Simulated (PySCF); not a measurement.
SSi, triplet, geometry from GFN2-xTB (the spin is typed, not shown lowest); HF/def2-SVP (PySCF).

The PySCF input:
```python
from pyscf import gto, scf

mol = gto.M(
    atom='''
Si   -0.00000000   -0.00000000   -1.11967259
S     0.00000000    0.00000000    0.97971351
''',
    basis='def2-svp',
    spin=2,
    verbose=4,
)

mf = scf.UHF(mol)
mf.conv_tol = 1e-11
mf.kernel()
```

Question: Write the output that PySCF gives for this input, abridged.

Answer: 
```
PySCF version 2.14.0

[INPUT] verbose = 4
[INPUT] num. atoms = 2
[INPUT] num. electrons = 30
[INPUT] charge = 0
[INPUT] spin (= nelec alpha-beta = 2S) = 2
[INPUT] symmetry False subgroup None
[INPUT] Mole.unit = angstrom
[INPUT] Symbol           X                Y                Z      unit          X                Y                Z       unit  Magmom
[INPUT]  1 Si     0.000000000000   0.000000000000  -1.119672590000 AA    0.000000000000   0.000000000000  -2.115874544282 Bohr   0.0
[INPUT]  2 S      0.000000000000   0.000000000000   0.979713510000 AA    0.000000000000   0.000000000000   1.851390214436 Bohr   0.0

nuclear repulsion = 56.4620749113658
number of shells = 16
number of NR pGTOs = 72
number of NR cGTOs = 36
basis = def2-svp
ecp = {}

******** <class 'pyscf.scf.uhf.UHF'> ********
method = UHF
initial guess = minao
damping factor = 0
level_shift factor = 0
DIIS = <class 'pyscf.scf.diis.CDIIS'>
diis_start_cycle = 1
diis_space = 8
diis_damp = 0
SCF conv_tol = 1e-11
SCF conv_tol_grad = None
SCF max_cycles = 50
direct_scf = True
direct_scf_tol = 1e-13
number electrons alpha = 16  beta = 14
Set gradient conv threshold to 3.16228e-06
init E= -686.006064199409

cycle= 1 E= -686.088905273128  delta_E= -0.0828  |g|= 0.239  |ddm|= 1.32
cycle= 2 E= -686.125660642025  delta_E= -0.0368  |g|= 0.165  |ddm|= 0.613
cycle= 3 E= -686.147521174515  delta_E= -0.0219  |g|= 0.0314  |ddm|= 0.246
cycle= 4 E= -686.149084569623  delta_E= -0.00156  |g|= 0.00915  |ddm|= 0.0836
cycle= 5 E= -686.149250344399  delta_E= -0.000166  |g|= 0.00337  |ddm|= 0.028
cycle= 6 E= -686.149282603464  delta_E= -3.23e-05  |g|= 0.00173  |ddm|= 0.0107
cycle= 7 E= -686.14929741163  delta_E= -1.48e-05  |g|= 0.00109  |ddm|= 0.00733
cycle= 8 E= -686.149306367472  delta_E= -8.96e-06  |g|= 0.000727  |ddm|= 0.00696
cycle= 9 E= -686.149312592532  delta_E= -6.23e-06  |g|= 0.000437  |ddm|= 0.00796
cycle= 10 E= -686.149315196772  delta_E= -2.6e-06  |g|= 0.0003  |ddm|= 0.00542
cycle= 11 E= -686.149316545068  delta_E= -1.35e-06  |g|= 0.000202  |ddm|= 0.00361
cycle= 12 E= -686.149317186583  delta_E= -6.42e-07  |g|= 0.000124  |ddm|= 0.00273
cycle= 13 E= -686.149317418492  delta_E= -2.32e-07  |g|= 7.17e-05  |ddm|= 0.00185
cycle= 14 E= -686.149317480578  delta_E= -6.21e-08  |g|= 2.61e-05  |ddm|= 0.00107
cycle= 15 E= -686.149317487933  delta_E= -7.36e-09  |g|= 8.46e-06  |ddm|= 0.000415
cycle= 16 E= -686.149317488233  delta_E= -3e-10  |g|= 3.08e-06  |ddm|= 6.22e-05
cycle= 17 E= -686.14931748826  delta_E= -2.68e-11  |g|= 1.29e-06  |ddm|= 1.18e-05
cycle= 18 E= -686.149317488265  delta_E= -4.89e-12  |g|= 6.65e-07  |ddm|= 4.57e-06
Extra cycle  E= -686.149317488266  delta_E= -1.02e-12  |g|= 5.02e-07  |ddm|= 1.61e-06
converged SCF energy = -686.149317488266  <S^2> = 2.0316157  2S+1 = 3.0210036
```
